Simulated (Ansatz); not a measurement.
```yaml
crystal:
  periodic: [false, false, false]
  atoms:
    - {symbol: C, position_ang: [-0.751295, 0.757549, -1.002389]}
    - {symbol: Ge, position_ang: [-0.049931, -0.725232, 0.033952]}
    - {symbol: C, position_ang: [0.879868, -0.439294, 1.649555]}
    - {symbol: N, position_ang: [1.740739, -0.294269, 0.754458]}
    - {symbol: H, position_ang: [-0.282248, 0.781015, -1.986479]}
    - {symbol: H, position_ang: [-0.527229, 1.684837, -0.475567]}
    - {symbol: H, position_ang: [-1.831053, 0.668384, -1.123539]}
    - {symbol: H, position_ang: [-0.009445, -2.111446, -0.606715]}
    - {symbol: H, position_ang: [0.919194, -0.367942, 2.739624]}
basis:
  gaussian: {orbitals: def2-mTZVPP, point_charges: [{charge: 0.50, position_ang: [4.670, 0.407, 0.431]}]}
magnetization: {spin_polarized: false, initial_magnetization: 2}
hamiltonian: {xc: {name: BHLYP}, dispersion: d4}
```

```sh
$ ansatz run in.yaml --threads 2 --pin off --events-out ev --progress --plain --max-ram 4352MiB
```

Shortened log:

```
Functional definition: BHLYP
1151 factors; integrals over basis functions are off by at most 1.2e-3 eV
mean field evaluation 1: about -60148.1852 eV, gradient 5.9e1 eV
mean field evaluation 2: about -60148.2110 eV, gradient 5.9e1 eV
mean field evaluation 4: about -60155.5476 eV, gradient 2.2e1 eV
mean field evaluation 8: about -60157.0325 eV, gradient 8.8e-1 eV
mean field evaluation 16: about -60157.0378 eV, gradient 1.8e-2 eV
mean field evaluation 32: about -60157.0379 eV, gradient 1.7e-5 eV
mean field -60157.03789307 eV, -2210.7303666654 hartree, gradient 1.7e-5 eV, S^2 2.000000; 4 other end points of the search recorded, 0 dependent functions left out
reference -60157.03805447 eV, -2210.7303725968 hartree; 29, 27 occupied and 94, 96 virtual orbitals, 1151 factors
Total energy: -60157.24818604 eV, -2210.7380947897 hartree
```

Run time 9.5 s (2 threads of an Intel Xeon Platinum 8375C on a shared host); peak host memory 0.4 GiB.
